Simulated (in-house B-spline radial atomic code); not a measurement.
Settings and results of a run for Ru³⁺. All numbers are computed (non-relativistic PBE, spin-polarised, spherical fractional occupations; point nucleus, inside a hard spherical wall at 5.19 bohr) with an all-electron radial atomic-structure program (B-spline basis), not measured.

Command:
```bash
python run_scf.py task.json out
```
Settings:
```
Z                44
configuration    [Kr] 4d5
hamiltonian      nr
method           pbe,pbe
spin_polarised   True
wall_radius      5.19
```

Output (hartree, bohr):
```
 radial grid: 45 intervals, B-splines of order 8, outer radius 5.19 bohr

 iter        energy (Eh)    residual
    1       -4432.185392    5.43e-01
    2       -4436.909876    3.65e-01
    3       -4441.112894    7.08e-02
    4       -4441.278284    1.50e-02
    5       -4441.283413    8.74e-03
    6       -4441.285256    2.22e-03
    7       -4441.285391    3.02e-04
    8       -4441.285393    2.75e-05
    9       -4441.285393    1.35e-06
   10       -4441.285393    8.79e-08

 total energy                     -4441.28539
 kinetic                            4439.3808
 electron-nucleus                 -10521.9513
 Hartree                            1771.1668
 exchange-correlation               -129.8817

 orbital      occ     eigenvalue          <r>       <r^2>       <1/r>       <r^4>     <1/r^2>       r_max
 1s up      1.000      -785.2169    0.0346304  0.00160471      43.482 6.52251e-06     3797.07     0.02291
 1s down    1.000      -785.2173    0.0346303  0.00160471      43.482  6.5224e-06     3797.08     0.02291
 2s up      1.000      -111.9627     0.150893   0.0267596     9.83762    0.001221     393.774      0.1277
 2s down    1.000      -111.9313     0.150879   0.0267549     9.83892  0.00122066     393.879      0.1277
 2p up      3.000      -103.6800     0.129157    0.020316     9.83501 0.000813884     131.274      0.1003
 2p down    3.000      -103.6570     0.129139   0.0203103     9.83627 0.000813481     131.304      0.1003
 3s up      1.000       -20.7060     0.414854    0.196812     3.44954   0.0595401     73.0604      0.3729
 3s down    1.000       -20.6913     0.414752    0.196659     3.44928   0.0593677     73.0273       0.373
 3p up      3.000       -17.4599     0.408324    0.193653     3.36142   0.0606423     24.0888      0.3598
 3p down    3.000       -17.4426     0.408192    0.193453     3.36115   0.0604065     24.0777      0.3599
 3d up      5.000       -11.4930     0.383582    0.176022     3.19443   0.0589703     12.9013      0.3011
 3d down    5.000       -11.4653      0.38341    0.175734     3.19433    0.058566     12.8977      0.3014
 4s up      1.000        -3.9560      1.04005     1.22264     1.30639     2.23015     13.5013      0.9393
 4s down    1.000        -3.8094      1.03512     1.21246     1.31598     2.20352     13.7469      0.9345
 4p up      3.000        -2.9812      1.12106     1.43318     1.19717     3.17863     4.18172      0.9906
 4p down    3.000        -2.8290      1.11719     1.42624     1.20507     3.17574     4.24868      0.9848
 4d up      5.000        -1.4450      1.41633     2.34982    0.928298     9.49938     1.61918       1.162
```

Time taken, with all properties: 0.12 s on 1 thread of Intel(R) Xeon(R) Platinum 8259CL CPU @ 2.50GHz, with other jobs on the host.
